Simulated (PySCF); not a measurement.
Computed shifts of a molecule C3H4F2O, PBE/pcSseg-1 (PySCF), GIAO, gas phase, equivalent atoms averaged, in ppm (number of nuclei): ¹³C: 206.9 (1), 123.4 (1), 25.8 (1). ¹⁹F: -156.6 (2). ¹H: 5.74 (1), 2.66 (3). References: ¹³C against TMS (σ = 182.0 ppm); ¹⁷O against H2O (σ = 334.3 ppm); ¹⁹F against CFCl3 (σ = 133.6 ppm); ¹H against TMS (σ = 31.49 ppm), references at their B3LYP-D3(BJ)/def2-TZVP geometries, non-relativistic. Coordinates come from a B3LYP-D3(BJ)/def2-SVP optimisation. Other conformers were not sampled.

Q: Pick the molecule that these values belong to.
A. OC1[C@@H](F)[C@@H]1F
B. CO/C(F)=C/F
C. FC1(F)COC1
D. CC(=O)C(F)F

A: D, CC(=O)C(F)F
